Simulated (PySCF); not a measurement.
BeP: energy against distance

Set-up: basis Be x2c-TZVPPall, P x2c-TZVPPall; spin-free X2C with a Gaussian nucleus; PySCF 2.14. Energies in eV from Be + P in their ground configurations at the same level. State: ⁴Σ⁻ (quartet), unpaired electrons σ ↑, π ↑↑.

| R (Å) | LDA |
| --- | --- |
| 1.784 | -1.386 |
| 1.867 | -1.705 |
| 1.950 | -1.878 |
| 2.013 | -1.935 |
| 2.075 | -1.947 |
| 2.137 | -1.923 |
| 2.220 | -1.850 |
| 2.324 | -1.716 |
| 2.449 | -1.521 |
| 2.615 | -1.245 |

Problem. Put a parabola through the three lowest points of the LDA curve and estimate Re, k and ωe (reduced mass 6.981 u; 1 eV/Å² = 0.16022 mdyn/Å; ωe = 1302.8·√(k/μ) cm⁻¹).

Solution. Through R = 2.013, 2.075, 2.137 Å the second-order coefficient is 4.68 eV/Å², so Re ≈ 2.065 Å, k ≈ 1.50 mdyn/Å and ωe ≈ 604 cm⁻¹. A polynomial fit of higher order to the unrounded LDA energies gives Re = 2.062 Å, k = 1.55 mdyn/Å, ωe = 613 cm⁻¹; anharmonicity and rounding make the difference.

The higher-order fit for each curve: LDA: Re = 2.062 Å, ωe = 613 cm⁻¹, De = 1.95 eV.

Counting both spins, an empty level lies below a filled one in this solution, because spin and occupation are held. The state was picked by a PBE0 search and need not be the measured ground state.
